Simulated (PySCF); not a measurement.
**MK cations for M along the fourth-period p block**

PBE0 with double-zeta basis sets in PySCF, for the lowest determinant that a PBE0 search found; no spin–orbit coupling. De refers to high-spin ground-configuration atoms (the charge goes to the atom of lower measured ionisation energy or higher electron affinity, which is not always the lowest computed limit). A positive dipole points towards K; it is taken about the centre of mass and depends on that origin.

```tsv
M	basis	charged atom	state (unpaired electrons)	Re (Å)	ωe (cm⁻¹)	De (eV)	μ (D)
Ga	def2-SVP	K+	doublet (σ ↑)	3.958	70.3	0.56	8.58
Ge	x2c-SVPall	K+	triplet (σ ↑, π ↑)	3.747	70.8	0.32	9.69
As	pcseg-1	K+	quartet (σ ↑, π ↑↑)	3.650	64.3	0.16	9.99
Se	def2-SVP	K+	triplet (π ↑↑)	3.490	89.8	0.41	9.73
Br	x2c-SVPall	K+	doublet (π ↑)	3.418	83.2	0.28	9.78
```

The shortest bond is that of KBr⁺ (3.418 Å), the longest that of KGa⁺ (3.958 Å). KGa⁺ is bound most strongly (0.56 eV) and KAs⁺ least (0.16 eV).

The rows differ in basis set, which adds steps of its own.

The state changes along the series, so neighbouring rows are not always alike in their bonding.

Weak bonds: KAs⁺, KBr⁺, KGe⁺, KSe⁺. Basis-set superposition, not corrected here, can be much of De in a small basis, most of all at correlated wavefunction levels. Spin–orbit coupling is left out. For an ion De counts to the pair picked by the measured ionisation energies or electron affinities, which need not be the lowest pair at this level. States were picked by a PBE0 search and need not be the measured ground states.
